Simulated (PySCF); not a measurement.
A TDDFT job, as run on C5H8BrGa.

The calculation used PySCF, TDDFT B3LYP/def2-SVPD, vertical, gas phase, core orbitals frozen in the response.

Input of the driver that calls PySCF (job settings, then Cartesian coordinates in Å):

```
{"job": {"kind": "uv", "xc": "B3LYP", "basis": "def2-SVPD", "nstates": 8, "ntriplets": 3}, "charge": 0, "multiplicity": 1}
Ga     1.6603     0.9275    -1.0733
C     -0.1659     0.8253    -0.1201
C     -1.4920     0.2418    -0.6783
C     -1.4309    -0.8703     0.3855
C     -0.0589    -0.3843     0.7474
C      0.9864    -0.8932     1.3699
Br     2.6316     0.1396     1.2400
H      2.4482     2.2618    -1.2589
H      2.0687    -0.2961    -1.9619
H     -0.3397     1.7334     0.4770
H     -1.3995    -0.1441    -1.6943
H     -2.3565     0.9005    -0.6186
H     -2.1488    -0.7371     1.1939
H     -1.4800    -1.8987     0.0287
H      1.0724    -1.7981     1.9410
```

The self-consistent field part of the output:

```
coarse grid: 60424 points
cycle   1  E = -4693.6070114572  dE = -7.129e-01  |g| = 6.444e-01  |ddm| = 8.138e+00
cycle   2  E = -4693.5235703932  dE =  8.344e-02  |g| = 9.076e-01  |ddm| = 2.935e+00
cycle   3  E = -4693.6696031404  dE = -1.460e-01  |g| = 1.541e-01  |ddm| = 2.029e+00
cycle   4  E = -4693.6753192141  dE = -5.716e-03  |g| = 5.426e-02  |ddm| = 4.047e-01
cycle   5  E = -4693.6759267328  dE = -6.075e-04  |g| = 1.186e-02  |ddm| = 1.245e-01
cycle   6  E = -4693.6759609041  dE = -3.417e-05  |g| = 6.209e-03  |ddm| = 4.062e-02
cycle   7  E = -4693.6759710906  dE = -1.019e-05  |g| = 8.755e-04  |ddm| = 1.677e-02
cycle   8  E = -4693.6759712806  dE = -1.901e-07  |g| = 1.772e-04  |ddm| = 3.123e-03
final grid: 125384 points
cycle   9  E = -4693.6759671851  dE = -1.385e-07  |g| = 3.029e-04  |ddm| = 1.521e-02
cycle  10  E = -4693.6759671516  dE =  3.355e-08  |g| = 4.713e-04  |ddm| = 1.940e-03
cycle  11  E = -4693.6759672079  dE = -5.633e-08  |g| = 6.658e-05  |ddm| = 1.302e-03
cycle  12  E = -4693.6759672090  dE = -1.150e-09  |g| = 1.600e-05  |ddm| = 1.630e-04
cycle  13  E = -4693.6759672091  dE = -8.004e-11  |g| = 6.299e-06  |ddm| = 4.119e-05
converged SCF energy = -4693.6759672091
```

**Question.** What follows in the output?

**Answer.** 
```
Static polarisability (au): isotropic 108.924, principal 85.812 110.613 130.349

Singlet excitations
state   eV       nm        f      main configurations
  1   4.3624    284.2   0.00342   H->L 0.98
  2   4.8598    255.1   0.01998   H->L+1 0.94
  3   5.4295    228.4   0.02557   H->L+2 0.84, H-2->L 0.08
  4   5.7192    216.8   0.00854   H-1->L 0.87, H-1->L+1 0.08
  5   5.8774    211.0   0.00122   H-1->L+1 0.85, H-1->L 0.08
  6   5.9307    209.1   0.00451   H->L+3 0.68, H-2->L 0.23
  7   5.9601    208.0   0.02197   H-2->L 0.57, H->L+3 0.28
  8   6.3590    195.0   0.03051   H-2->L+1 0.73, H->L+4 0.10

Triplet excitations (Tamm-Dancoff, eV): 3.8596 4.0438 5.0032
```

The SCF starts on a coarse grid; the energy jumps when the final grid takes over, and dE counts afresh there. The run used 243 basis functions and 13 SCF iterations for the ground state.

Hardware: one thread, Arm Neoverse N1 (aarch64), shared host. Cost: 2.2 min of wall time (grids of density and orbitals included), 0.99 GiB resident at most.

**Question.** What frontier levels and dipole did the ground state of this run have?

**Answer.** HOMO -6.49 eV, LUMO -1.02 eV, dipole 2.79 D.

Geometry: GFN2-xTB, one conformer, isolated molecule. The B3LYP/def2-SVPD calculation is non-relativistic and has no spin–orbit coupling, an omission that weighs most on bromine and gallium.
